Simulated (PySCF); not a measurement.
Compound: Sn(SiH3)Me3, C3H12SiSn.
Geometry (PBE0-D3(BJ)/def2-SVP, Å), atoms numbered from 1 in this order:
```
atom  x, y, z in Å
Sn1   -0.003    0.004   -0.102
Si2   -0.009   -0.031    2.474
H3     0.724    1.150    3.032
H4     0.650   -1.269    2.999
H5    -1.407    0.005    3.012
C6     2.026    0.012   -0.839
H7     2.022   -0.061   -1.936
H8     2.584   -0.844   -0.433
H9     2.541    0.938   -0.548
C10   -1.017    1.768   -0.826
H11   -0.931    1.824   -1.921
H12   -0.572    2.673   -0.389
H13   -2.083    1.734   -0.557
C14   -1.007   -1.745   -0.873
H15   -2.022   -1.822   -0.459
H16   -0.447   -2.653   -0.606
H17   -1.077   -1.683   -1.969
```

Computed with PySCF, PBE0-D3(BJ)/def2-SVP geometry optimisation, gas phase, def2 core potentials past Kr.

Question: Which atoms are bound to Sn1, and at what distances?

Answer: 4 atoms: C6 2.159 Å, C10 2.159 Å, C14 2.159 Å, Si2 2.576 Å. The nearest atom not counted as bound is H7, at 2.73 Å (others tie with it).

Question: List the angles at Sn1.

Answer: 
```tsv
angle	degrees	distance of the outer atoms (Å)
Si2–Sn1–C10	110.2	3.89
Si2–Sn1–C14	110.2	3.89
Si2–Sn1–C6	110.1	3.89
C6–Sn1–C10	108.9	3.51
C10–Sn1–C14	108.9	3.51
C6–Sn1–C14	108.5	3.50
```

Question: What is the shape at Sn1?

Answer: Tetrahedral: angles from 108.5° to 110.2°; τ4 = (360° − α − β)/141° = 0.99 with α and β the two widest (0 for a square, 1 for a tetrahedron).

Question: What are the other bond lengths?

Answer: Si2–H3, Si2–H4, Si2–H5 1.498 Å; C6–H7 and 8 like bonds 1.100 Å.

Point group: near C3v, missed by 0.19 Å at most; the miss may be what the optimiser left on a soft mode (C3 holds within 0.08 Å). Charge 0, singlet. Not checked by PBE0-D3(BJ)/def2-SVP frequencies.

The run took 89 s of wall time on Arm Neoverse V1, one thread, no GPU, shared host with 32 logical CPUs at a one-minute load of 8.7, and the process peaked at 0.57 GiB of memory. These figures are those of the optimisation.
